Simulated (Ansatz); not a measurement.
C₂H₃F₂NOSi (`CO[Si](F)(F)C#N`), 10 atoms. The species carries charge 0 and has multiplicity 1. All runs use 4 threads of an Intel Xeon on a shared host. Correlated methods freeze the cores.

(1) How many basis functions does each run have, and how long does it take in Ansatz? RKS PBE-QIDH (frozen core)/def2-TZVPP energy; RKS PBE0-D4/def2-TZVP frequencies; RHF-CCSD(T)/def2-SVP energy; RKS ωB97M-V/def2-QZVPP energy; RKS B2PLYP (frozen core)/def2-TZVPP energy; RKS SPW92 (LDA)/def2-TZVPP energy; RKS B97M-V/def2-TZVPP energy; RKS PBE0-D4/def2-QZVPP energy; RHF-CCSD(T)/def2-TZVPP energy; direct RPA on PBE orbitals/def2-TZVPP energy; RKS PBE0-D4/def2-SVP energy; RKS ωB97M-V/def2-SVP energy. (Estimate.)

## Answers

(1) The calculation gave: Other jobs shared the machine, so times are rough.

```json
{"level": "RKS PBE0-D4/def2-SVP", "job": "energy", "functions": "117", "wall time": "0.95 s", "peak host memory (GiB)": "0.53"}
{"level": "RKS SPW92 (LDA)/def2-TZVPP", "job": "energy", "functions": "270", "wall time": "1.2 s", "peak host memory (GiB)": "0.38"}
{"level": "RKS ωB97M-V/def2-SVP", "job": "energy", "functions": "117", "wall time": "3.1 s", "peak host memory (GiB)": "0.53"}
{"level": "direct RPA on PBE orbitals/def2-TZVPP", "job": "energy", "functions": "270", "wall time": "4.8 s", "peak host memory (GiB)": "0.7"}
{"level": "RKS B2PLYP (frozen core)/def2-TZVPP", "job": "energy", "functions": "270", "wall time": "5.5 s", "peak host memory (GiB)": "0.78"}
{"level": "RKS PBE-QIDH (frozen core)/def2-TZVPP", "job": "energy", "functions": "270", "wall time": "6 s", "peak host memory (GiB)": "0.78"}
{"level": "RHF-CCSD(T)/def2-SVP", "job": "energy", "functions": "117", "wall time": "7 s", "peak host memory (GiB)": "0.71"}
{"level": "RKS B97M-V/def2-TZVPP", "job": "energy", "functions": "270", "wall time": "7 s", "peak host memory (GiB)": "0.48"}
{"level": "RKS PBE0-D4/def2-QZVPP", "job": "energy", "functions": "502", "wall time": "7.5 s", "peak host memory (GiB)": "2"}
{"level": "RKS ωB97M-V/def2-QZVPP", "job": "energy", "functions": "502", "wall time": "15 s", "peak host memory (GiB)": "2.3"}
{"level": "RKS PBE0-D4/def2-TZVP", "job": "frequencies", "functions": "241", "wall time": "2.7 min", "peak host memory (GiB)": "0.77"}
{"level": "RHF-CCSD(T)/def2-TZVPP", "job": "energy", "functions": "270", "wall time": "3.1 min", "peak host memory (GiB)": "7.7"}
```
